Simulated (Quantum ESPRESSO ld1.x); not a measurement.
All-electron atom: Ce+ in [Xe] 6s1 6p2 (not the ground configuration).

Calculated with ld1.x of Quantum ESPRESSO 7.5: scalar-relativistic Kohn-Sham, LDA (Slater exchange, VWN5 correlation), spin-polarised, spherical densities, point nucleus; open shells are filled with parallel spins first.

Energy parts (eV):
part                     energy
total                 -240905.8
kinetic                255292.8
electron-nucleus      -582602.5
Hartree                 91894.8
exchange-correlation    -5491.0

Orbitals (lengths in bohr, moments of r in powers of bohr):
| orbital | occ. | eigenvalue (eV) | <r> |
|---|---|---|---|
| 1s up | 1 | -40250.5 | 0.02459 |
| 1s down | 1 | -40250.4 | 0.02459 |
| 2s up | 1 | -6464.07 | 0.1053 |
| 2s down | 1 | -6464.04 | 0.1053 |
| 2p up | 3 | -5794.19 | 0.09240 |
| 2p down | 3 | -5794.16 | 0.09240 |
| 3s up | 1 | -1409.63 | 0.2791 |
| 3s down | 1 | -1409.60 | 0.2791 |
| 3p up | 3 | -1196.58 | 0.2770 |
| 3p down | 3 | -1196.55 | 0.2770 |
| 3d up | 5 | -893.099 | 0.2538 |
| 3d down | 5 | -893.065 | 0.2538 |
| 4s up | 1 | -301.950 | 0.6358 |
| 4s down | 1 | -301.883 | 0.6358 |
| 4p up | 3 | -232.088 | 0.6724 |
| 4p down | 3 | -232.016 | 0.6723 |
| 4d up | 5 | -131.419 | 0.7380 |
| 4d down | 5 | -131.331 | 0.7378 |
| 5s up | 1 | -56.8218 | 1.468 |
| 5s down | 1 | -56.5944 | 1.466 |
| 5p up | 3 | -38.2477 | 1.671 |
| 5p down | 3 | -37.9525 | 1.662 |
| 6s up | 1 | -12.4844 | 3.509 |
| 6s down | 0 | -10.9695 | 3.515 |
| 6p up | 2 | -8.4314 | 4.181 |
| 6p down | 0 | -6.9843 | 4.345 |

The highest occupied level is 6p up at -8.431 eV. The configuration is held as typed, so some empty levels lie below it. The density falls to 0.001 e/bohr^3 at r = 5.49 bohr. Summed over all electrons, <r^2> = 88.16 bohr^2, which gives a Langevin (diamagnetic) susceptibility term of -69.8 x 10^-6 cm^3/mol.
